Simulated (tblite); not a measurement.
Problem. What does the GFN2-xTB structure of `C=C(CC(=O)[O-])OCC` look like in three dimensions? (Charge -1.)

Solution. 
```xyz
18
C6H9O3 angstrom
C      1.3239   -2.0744   -0.1852
C      0.6348   -0.9367   -0.0540
C      1.1365    0.2127    0.7304
C      1.8498    1.3261   -0.2207
O      1.0878    2.1946   -0.6592
O      3.0596    1.1842   -0.3628
O     -0.5819   -0.8937   -0.7035
C     -1.3065    0.3203   -0.7630
C     -2.3688    0.4016    0.3357
H      2.2773   -2.2011    0.2901
H      0.9590   -2.8776   -0.8020
H      0.3449    0.7217    1.2816
H      1.9033   -0.1333    1.4232
H     -1.8036    0.3094   -1.7414
H     -0.6359    1.1870   -0.7259
H     -3.0350   -0.4590    0.2824
H     -2.9514    1.3123    0.2152
H     -1.9024    0.4122    1.3183
```

Orientation and origin are arbitrary. Atoms count from 1 in this order. C4 (carboxylate carbon) is planar (angles 130.4°, 114.9° and 114.7°, sum 360.0°, 0.01 Å off the plane of its three neighbours). Of the pairs four or more bonds apart, O5···H15 is among the closest relative to their van der Waals radii: 2.00 Å, 73 % of the sum of Bondi's values. C2 (vinylic carbon bearing oxygen) is planar (angles 122.6°, 121.6° and 115.8°, sum 360.0°, 0.00 Å off the plane of its three neighbours). The C–C distances run from 1.337 Å (C1=C2, drawn double) to 1.629 Å (C3–C4, drawn single), a spread of 0.292 Å.

Bonds between heavy atoms (Å): C1=C2 1.337, C2–C3 1.479, C3–C4 1.629, C4=O5 1.236, C4–O6 1.226, C2–O7 1.380, O7–C8 1.415, C8–C9 1.530.

The geometry is computed with GFN2-xTB (gas phase).

Point group: C1 (no symmetry element, even within 0.4 Å). Its GFN2-xTB frequencies are all real (lowest 39 cm⁻¹). Torsions: C1–C2–C3–C4 97°, C2–C3–C4–O5 90°, C1–C2–O7–C8 -172°, C2–O7–C8–C9 -96°. 3 starts were optimised and ended at 0.00, 1.44 and 2.86 kcal/mol (GFN2-xTB); the lowest of these is shown.

One conformer stands for the species.
